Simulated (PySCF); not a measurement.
Nuclear quadrupole coupling in `CO[C@@H]1C[C@@H](C#N)C[SiH2]1`

C₆H₁₁NOSi.
Structure used (GFN2-xTB), in Å, numbered top down from 1:
```
atom  x, y, z in Å
C1     2.7215   -0.3295   -0.5974
O2     1.5147    0.3515   -0.8227
C3     0.7517    0.6379    0.3418
C4    -0.0199   -0.5816    0.8582
C5    -1.1923   -0.8133   -0.1056
C6    -2.0544   -1.8670    0.3609
N7    -2.7501   -2.6858    0.7543
C8    -1.9672    0.5087   -0.2434
Si9   -0.6059    1.8486   -0.2757
H10    2.5626   -1.3502   -0.2303
H11    3.2339   -0.3742   -1.5570
H12    3.3475    0.2097    0.1248
H13    1.4169    1.0200    1.1276
H14    0.6119   -1.4699    0.9236
H15   -0.4026   -0.3617    1.8574
H16   -0.7844   -1.1009   -1.0815
H17   -2.6064    0.4890   -1.1241
H18   -2.6227    0.6325    0.6207
H19   -0.2762    2.3227   -1.6134
H20   -0.8835    2.9241    0.6787
```

Field gradients from the PBE0/pcSseg-1 density (PySCF, non-relativistic), principal values in atomic units, ordered |Vxx| ≤ |Vyy| ≤ |Vzz|:

```json
{"atom": "O2", "Vxx": "-0.0786", "Vyy": "-1.9696", "Vzz": "2.0482"}
{"atom": "N7", "Vxx": "0.4724", "Vyy": "0.4825", "Vzz": "-0.9549"}
```

Q: Find the asymmetry η = (Vxx − Vyy)/Vzz and the couplings χ = eQV/h (234.96 MHz × Q in barn × V in au), with Q(17O) = −0.0256 b, Q(14N) = 0.02044 b.

A: 
```csv
atom,environment,nucleus,η,χzz (MHz),χxx (MHz),χyy (MHz)
O2,ether oxygen,17O,0.92,-12.32,0.47,11.85
N7,nitrile nitrogen,14N,0.01,-4.586,2.269,2.317
```

The gradient is axial or nearly so (η below 0.05) at N7. At O2 η is above 0.9: Vyy and Vzz are nearly equal in size and opposite in sign, so a small change could swap them and flip the sign of χzz. The tensor is traceless: Vxx + Vyy + Vzz = 0.

Q: What is Vzz at N7 in SI units (1 au = 9.71736 × 10²¹ V/m²)?

A: -0.9549 au = -9.279 × 10²¹ V/m².

Were the hydrogens deuterons (Q(2H) = 0.00286 b), χzz would run from 109 kHz (H20) to 213 kHz (H17).

The structure is a single GFN2-xTB conformer in the gas phase; no vibrational or solvent corrections. GFN2-xTB bond lengths can be off by several hundredths of an ångström, more for odd bonds, and the gradients follow them. These gradients aren't converged with respect to the basis.
